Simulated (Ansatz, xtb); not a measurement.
A geometry optimisation of C2H7As+ with r2SCAN-D4/def2-SVP

The starting geometry of this gas-phase doublet has its atoms placed at random.

```xyz
10

C     1.1699    1.4132    1.8091
C     0.1265    1.7834    1.0885
As    0.5245   -0.2327   -0.2267
H     0.8916   -2.0780    0.5856
H    -0.7263   -1.1347    0.6692
H    -1.0699    2.3253    0.3757
H     1.2722   -0.8267    1.2787
H    -1.1758    0.8331   -0.0825
H     1.8694    0.6542    1.5545
H    -0.6223    0.1209    1.1485
```

**Question.** One run relaxed it with r2SCAN-D4/def2-SVP. What is a likely outcome?

**Answer.** It loosens into C2H2 + AsH3 + H2, which stay close as a complex (formulas without charges). Distances that change by over a tenth: As3–H7 (1.78 → 1.50 Å), H5–H10 (1.35 → 0.78 Å). Contacts that open: As3–H5 (1.78 → 2.66 Å), As3–H10 (1.83 → 3.44 Å). Contacts that close: C2–H6 (1.49 → 1.08 Å), As3–H4 (2.05 → 1.50 Å), As3–H8 (2.01 → 1.50 Å).

The energy falls by 9.44 eV over 41 steps:

| step | E − E(last) (eV) |
| --- | --- |
| 1 | 9.442 |
| 5 | 3.471 |
| 10 | 1.924 |
| 14 | 1.670 |
| 19 | 1.221 |
| 23 | 0.320 |
| 28 | 0.041 |
| 32 | 0.011 |
| 37 | 0.001 |
| 41 | 0.000 |

Final geometry (Å):

```yaml
atoms:
  - { symbol: C, position_ang: [0.6983, 2.4234, 2.5270] }
  - { symbol: C, position_ang: [-0.3482, 2.7398, 1.9797] }
  - { symbol: As, position_ang: [0.2826, -2.3689, -0.8206] }
  - { symbol: H, position_ang: [-0.6075, -2.4402, 0.3894] }
  - { symbol: H, position_ang: [0.2364, -0.0916, 0.5616] }
  - { symbol: H, position_ang: [-1.2721, 3.0451, 1.5132] }
  - { symbol: H, position_ang: [1.6414, -1.9701, -0.3148] }
  - { symbol: H, position_ang: [-0.2138, -1.2072, -1.6365] }
  - { symbol: H, position_ang: [1.6210, 2.1647, 3.0234] }
  - { symbol: H, position_ang: [0.2217, 0.5630, 0.9780] }
```

From the same start GFN2-xTB reaches the same bonding as this run.

From so rough a start the end depends on the optimiser's path, so another program may land elsewhere. The end wasn't checked by frequencies. Open shells are spin-unrestricted. Run with Ansatz 0.2.0, 3.1 min on 2 threads of Intel(R) Xeon(R) Platinum 8259CL CPU @ 2.50GHz (Skylake/Cascade Lake), on a shared host.
